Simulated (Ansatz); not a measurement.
Basis-set extrapolation for `NC1O[SiH2]O1` (PBE0-D4/def2-TZVP geometry, frozen core, the Gaussian-basis code of Ansatz). Multiplicity 1, RHF reference.

|  | def2-TZVPP | def2-QZVPP |
| --- | --- | --- |
| HF | -534.062641 | -534.083779 |
| MP2 correlation | -0.959999 | -1.033152 |
| CCSD(T) correlation | -1.023709 | not run |

Energies in hartree. Use E(X) = E(∞) + A·exp(−7.88·√X) for Hartree–Fock and E(X) = E(∞) + B·X^(−2.97) for correlation, with X = 3 and 4, and add CCSD(T) minus MP2 of the smaller set to the MP2 limit.

**Question.** What is the CCSD(T) energy at the basis-set limit?

**Answer.** HF limit: -534.083779 + (-0.021138) × 0.13774 = -534.08669. MP2 limit: -1.033152 + (-0.073153) × 0.74074 = -1.08734. Higher-order term: -1.023709 − (-0.959999) = -0.06371. Total: -535.23774 hartree, 397.5 kJ/mol below CCSD(T)/def2-TZVPP.
